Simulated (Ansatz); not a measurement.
The cluster Mg₄⁺, relaxed as a quartet with UKS PBE0/def2-TZVP in Ansatz, starting from the PBE0/def2-TZVP geometry of the charge +1 doublet. Force threshold 0.02 eV/Å.

The relaxation made no stability test and no search for a lower SCF solution. At PBE0/def2-TZVP a doublet of charge 1 lies 1.35 eV below the quartet, each at its own geometry. The structure comes from a short search, and lower isomers may exist.

Start:

```xyz
4

Mg   -1.352   -0.098    1.449
Mg    1.040    1.563    0.643
Mg   -0.104    0.469   -1.926
Mg    0.416   -1.933   -0.166
```

```tsv
step	energy (eV)	largest force component (eV/Å)	SCF passes
1	-21758.2792	0.195	83
2	-21758.3471	0.193	33
3	-21758.4668	0.298	47
4	-21758.6362	0.215	32
5	-21758.7124	0.061	28
6	-21758.7210	0.063	28
7	-21758.7376	0.082	28
8	-21758.7797	0.125	31
9	-21758.8210	0.118	28
10	-21758.8648	0.096	28
11	-21758.8907	0.038	28
12	-21758.8920	0.053	25
13	-21758.8934	0.027	26
14	-21758.8942	0.001	20
```

Force components are those of the run's own axes.

End:

Cartesian coordinates in Å:
```
Mg -0.471 -0.164 1.294
Mg 0.507 2.641 0.520
Mg 0.461 0.167 -1.297
Mg -0.497 -2.644 -0.517
```

Bonds formed: Mg1–Mg3 (atoms count from 1).

No frequencies were taken in this run, so the end may be a saddle point.

Run time 34 s (4 threads of Arm Neoverse V1 on a shared host).
